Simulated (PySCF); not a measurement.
# Electron correlation in C+ (carbon, charge +1)

[He] 2s2 2p1, 2P determinant. Computed with PySCF 2.14 in cc-pVTZ-DK (4s3p2d1f, 30 functions), with scalar relativity by spin-free X2C-1e. Frozen: 1s2; 3 electrons correlated.

MP2 pair energies summed by pair of shells (mhartree):

| pair | energy | share (%) |
| --- | --- | --- |
| 2s-2s | -29.02 | 57.2 |
| 2s-2p | -21.68 | 42.8 |

Total MP2 correlation energy: -50.70 mhartree.

Same-spin part -3.45 and opposite-spin part -47.25 mhartree; SCS-MP2 scales them by 1/3 and 6/5 to -57.85 mhartree.

```csv
level,correlation energy (mhartree)
CCSD,-74.50
(T),-1.15
CCSD(T),-75.65
```

Diagnostics: T1 = 0.0094, D1 = 0.0179, largest double amplitude 0.132.

Cost of the coupled-cluster step: 0.26 s of wall time on 1 thread of Neoverse-V1 (shared host), for 3 correlated electrons.
